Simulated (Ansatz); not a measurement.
Consider the ligand exchange at a B–N bond: `CN(C)BF` + `OCS` → `FBOCS` + `CNC`.

Calculated with Ansatz (gas phase, PBE0-D4/def2-TZVP geometries, no zero-point term in ΔE). CCSD(T)/CBS is the MP2 limit (def2-TZVPP, def2-QZVPP) plus CCSD(T) − MP2 in def2-TZVPP, frozen cores. DFT in def2-TZVPP. One conformer a species, not always the lowest.

`CN(C)BF`:

Z-matrix (Å, degrees):
```
C
N 1 1.441
H 1 1.096 2 111.0
H 1 1.096 2 111.0 3 119.8
H 1 1.090 2 109.9 3 -120.1
C 2 1.444 1 114.5 3 -60.0
B 2 1.390 1 122.2 3 120.0
H 6 1.096 2 110.8 1 59.7
H 6 1.096 2 110.8 1 -59.9
H 6 1.089 2 110.1 1 179.9
F 7 1.341 2 120.0 1 -180.0
H 7 1.197 2 121.3 1 0.0
```

`OCS`:

Z-matrix (Å, degrees):
```
C
S 1 1.793
O 1 1.405 2 110.6
H 1 1.095 2 109.2 3 123.4
H 1 1.097 2 104.5 3 -120.8
H 2 1.343 1 96.4 3 -70.0
H 3 0.962 1 108.1 2 177.5
```

`FBOCS`:

Z-matrix (Å, degrees):
```
C
S 1 1.802
O 1 1.407 2 113.7
H 1 1.093 2 105.1 3 -122.2
H 1 1.088 2 110.0 3 120.5
H 2 1.343 1 96.3 3 -68.5
B 3 1.347 1 120.9 2 -90.2
F 7 1.321 3 117.3 1 177.6
H 7 1.197 3 122.9 1 -3.5
```

`CNC`:

```xyz
10

C     0.498    0.490   -0.986
N     0.422   -0.571   -0.009
C    -0.493   -0.274    1.069
H     1.156    0.196   -1.806
H     0.929    1.382   -0.521
H    -0.478    0.780   -1.411
H     0.152   -1.435   -0.460
H    -0.115    0.577    1.643
H    -0.558   -1.127    1.748
H    -1.513   -0.019    0.734
```

Question: Is it downhill or uphill in electronic energy at CCSD(T)/CBS, and by how much? (An estimate is asked.)

Answer: Ansatz gave: Downhill: ΔE = -6.3 kJ/mol.

Question: What do these levels give: PBE-D4, r2SCAN, PBE0, BHLYP, CCSD(T)/def2-SVP, CCSD/CBS(def2)? (An estimate is asked.)

Answer: Ansatz gave: PBE-D4 -5.2, r2SCAN -9.0, PBE0 -6.6, BHLYP -12.2, CCSD(T)/def2-SVP -15.0, CCSD/CBS(def2) -7.2 kJ/mol.

Question: What do rigid-rotor, harmonic-oscillator terms from PBE0-D4/def2-TZVP frequencies (298.15 K, 1 bar) make of the CCSD(T)/CBS value? (An estimate is asked.)

Answer: Ansatz gave: ΔZPE = +1.0 kJ/mol, ΔH = -5.5 kJ/mol, ΔS = 4 J/(mol·K), ΔG = -6.6 kJ/mol.

Largest T1 diagnostic among the species: 0.013.

Leaving LDA and LC-ωPBE aside and taking each functional with its dispersion term where it has one, the values, not all of them listed here, spread over 7.4 kJ/mol, from B97M-V to PBE-D4. LDA lies +6.8 kJ/mol from PBE without D4. At CCSD(T), def2-SVP lies −8.8 kJ/mol from the extrapolated value and def2-TZVPP −2.5 kJ/mol.
